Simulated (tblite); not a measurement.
Compound: C4H11F3OSi2.
Atom-mapped SMILES: `[CH3:1][O:2][CH2:3][SiH2:4][SiH2:5][CH2:6][C:7]([F:8])([F:9])[F:10]` (hydrogens: H11, H12, H13 on C1; H14, H15 on C3; H16, H17 on Si4; H18, H19 on Si5; H20, H21 on C6)

Computed with GFN2-xTB (tblite), gas phase: L-BFGS steps from a force-field or distance-geometry start until the largest atomic force falls under 0.01 eV/Å.

Step 18: E = -976.5044 eV
```
atom  x, y, z in Å  |  force x, y, z in eV/Å
C1      3.9323   -0.0904    0.4300    0.042  -0.040  -0.044
O2      2.6112    0.3768    0.4232   -0.018  -0.121  -0.084
C3      1.9371    0.0979   -0.7887    0.059  -0.024   0.008
Si4     0.2060    0.8566   -0.5574   -0.056  -0.032   0.010
Si5    -1.0394   -0.7825    0.5256   -0.160   0.002  -0.032
C6     -2.9302   -0.5536    0.1860    0.118  -0.083  -0.015
C7     -3.2896    0.8921    0.1337   -0.024  -0.104   0.030
F8     -2.7200    1.5288   -0.9135   -0.098   0.028   0.090
F9     -2.9010    1.5620    1.2355    0.023   0.027  -0.058
F10    -4.6114    1.1153    0.0140   -0.036   0.034   0.013
H11     4.3655    0.1836    1.3877    0.042   0.058   0.031
H12     3.9828   -1.1801    0.3097   -0.096  -0.041   0.028
H13     4.5031    0.3602   -0.3905    0.085   0.072   0.029
H14     2.4806    0.5244   -1.6402    0.063   0.091   0.025
H15     1.9032   -0.9877   -0.9593    0.017  -0.029   0.004
H16     0.3516    2.0757    0.2315    0.038   0.075   0.072
H17    -0.2500    1.2673   -1.8928   -0.047  -0.089  -0.063
H18    -0.8486   -2.1722    0.0755    0.041  -0.028  -0.041
H19    -0.9533   -0.8798    1.9879    0.023   0.089   0.036
H20    -3.5255   -1.0248    0.9689    0.016   0.076  -0.089
H21    -3.2133   -0.9979   -0.7676   -0.031   0.040   0.049
```

Step 19: E = -976.5096 eV
```
atom  x, y, z in Å  |  force x, y, z in eV/Å
C1      3.9395   -0.0931    0.4337    0.028  -0.037  -0.039
O2      2.6165    0.3706    0.4240   -0.021  -0.100  -0.084
C3      1.9430    0.0979   -0.7896    0.042  -0.019  -0.022
Si4     0.2080    0.8549   -0.5626   -0.058  -0.091   0.042
Si5    -1.0482   -0.7790    0.5279   -0.010   0.013  -0.041
C6     -2.9320   -0.5501    0.1845    0.087  -0.104  -0.010
C7     -3.2996    0.8918    0.1374   -0.019  -0.066   0.024
F8     -2.7420    1.5292   -0.9147   -0.066   0.054   0.063
F9     -2.9025    1.5625    1.2353    0.029   0.039  -0.038
F10    -4.6224    1.1132    0.0303   -0.053   0.016   0.015
H11     4.3687    0.1816    1.3939    0.034   0.060  -0.001
H12     3.9934   -1.1824    0.3148   -0.103  -0.060   0.026
H13     4.5117    0.3561   -0.3864    0.080   0.087   0.038
H14     2.4781    0.5383   -1.6405    0.089   0.072   0.052
H15     1.9199   -0.9866   -0.9708   -0.009  -0.009   0.007
H16     0.3615    2.0769    0.2207    0.027   0.074   0.068
H17    -0.2501    1.2595   -1.9007   -0.038  -0.093  -0.037
H18    -0.8583   -2.1700    0.0757    0.039  -0.004  -0.025
H19    -0.9607   -0.8752    1.9918    0.018   0.090   0.003
H20    -3.5222   -1.0297    0.9625   -0.047   0.052  -0.017
H21    -3.2113   -0.9946   -0.7676   -0.050   0.026  -0.026
```

Step 20: E = -976.5135 eV
```
atom  x, y, z in Å  |  force x, y, z in eV/Å
C1      3.9454   -0.0957    0.4359    0.012  -0.026  -0.023
O2      2.6202    0.3640    0.4234   -0.010  -0.059  -0.046
C3      1.9477    0.0974   -0.7911    0.011  -0.007  -0.047
Si4     0.2084    0.8524   -0.5655   -0.027  -0.087   0.054
Si5    -1.0549   -0.7765    0.5290    0.119   0.005  -0.028
C6     -2.9322   -0.5490    0.1830    0.008  -0.071  -0.010
C7     -3.3071    0.8903    0.1405   -0.012  -0.006   0.013
F8     -2.7596    1.5305   -0.9141   -0.035   0.062   0.021
F9     -2.9031    1.5634    1.2342    0.028   0.032  -0.009
F10    -4.6309    1.1118    0.0425   -0.048  -0.020   0.026
H11     4.3716    0.1813    1.3982    0.015   0.047  -0.037
H12     3.9991   -1.1851    0.3189   -0.083  -0.058   0.019
H13     4.5198    0.3548   -0.3826    0.064   0.076   0.046
H14     2.4777    0.5499   -1.6396    0.097   0.046   0.064
H15     1.9319   -0.9862   -0.9791   -0.026   0.004  -0.007
H16     0.3693    2.0788    0.2143    0.012   0.035   0.039
H17    -0.2512    1.2514   -1.9074   -0.026  -0.098   0.002
H18    -0.8643   -2.1685    0.0751    0.036   0.016  -0.010
H19    -0.9655   -0.8695    1.9946    0.013   0.088  -0.028
H20    -3.5204   -1.0321    0.9573   -0.089   0.016   0.043
H21    -3.2109   -0.9919   -0.7680   -0.058   0.007  -0.084
```

**Question.** Estimate the geometry and energy of step 21. (The exact step hangs on the optimiser's Hessian estimate; all steps are aligned on step 20, rigid shifts and turns removed.)

**Answer.** E = -976.5170 eV, largest force 0.174 eV/Å
```
atom  x, y, z in Å  |  force x, y, z in eV/Å
C1      3.9504   -0.0984    0.4371   -0.006  -0.013  -0.005
O2      2.6230    0.3576    0.4221    0.004  -0.013   0.006
C3      1.9514    0.0968   -0.7930   -0.013   0.005  -0.056
Si4     0.2080    0.8493   -0.5668    0.021  -0.041   0.046
Si5    -1.0582   -0.7748    0.5293    0.173  -0.009  -0.010
C6     -2.9320   -0.5493    0.1815   -0.070  -0.018  -0.010
C7     -3.3132    0.8888    0.1431   -0.005   0.046   0.000
F8     -2.7743    1.5329   -0.9129   -0.012   0.055  -0.016
F9     -2.9029    1.5645    1.2329    0.021   0.013   0.017
F10    -4.6382    1.1106    0.0525   -0.027  -0.056   0.040
H11     4.3742    0.1821    1.4009   -0.007   0.025  -0.064
H12     4.0017   -1.1884    0.3226   -0.049  -0.039   0.009
H13     4.5275    0.3553   -0.3786    0.038   0.046   0.049
H14     2.4790    0.5601   -1.6375    0.094   0.019   0.060
H15     1.9409   -0.9860   -0.9858   -0.035   0.012  -0.030
H16     0.3757    2.0806    0.2105   -0.004  -0.018   0.001
H17    -0.2530    1.2426   -1.9126   -0.014  -0.102   0.044
H18    -0.8677   -2.1670    0.0740    0.036   0.023   0.003
H19    -0.9686   -0.8626    1.9962    0.010   0.082  -0.048
H20    -3.5205   -1.0334    0.9537   -0.103  -0.012   0.070
H21    -3.2120   -0.9897   -0.7697   -0.055  -0.005  -0.104
```

The energy changes by -0.0035 eV. The first-order estimate −F·Δx gives -0.0047 eV and the mean of the old and new forces, exact on a quadratic surface, -0.0034 eV. The step makes an angle of 69° with the force vector and moves no atom by more than 0.015 Å.

The cost below is that of the whole relaxation. Time: 3.2 s. Hardware: an Arm Neoverse N1 with one thread, no GPU, shared host with 64 logical CPUs at a one-minute load of 58.
